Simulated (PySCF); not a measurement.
# How methods differ on the fine-structure interval of I

I [Kr] 4d10 5s2 5p5 [5p1/2^2 5p3/2^3, M_J = 3/2] → I [Kr] 4d10 5s2 5p5 [5p1/2^1 5p3/2^4, M_J = 1/2], as a difference of total energies. Computed with PySCF 2.14 in x2c-TZVPPall-2c (8s9p5d2f, 74 functions), with the two-component X2C-1e Hamiltonian. Correlated levels: [Ar] 3d10 frozen; the 6 highest virtual spinors dropped. "Screened" scales the spin-orbit matrix elements by Boettger's factors to mimic the two-electron term; Breit and QED terms are absent.

```
                    method  fine-structure interval (cm⁻¹)  error (cm⁻¹)
 GHF (screened spin-orbit)                          7186.8          -416
GMP2 (screened spin-orbit)                          7934.6          +331
     GHF (bare spin-orbit)                          7482.5          -121
```

Reference: 7603.1 cm⁻¹ (measured; NIST Handbook of Basic Atomic Spectroscopic Data (Sansonetti and Martin, J. Phys. Chem. Ref. Data 34, 1559 (2005))).

Errors of the correlated levels include the incompleteness of this basis and the frozen core.
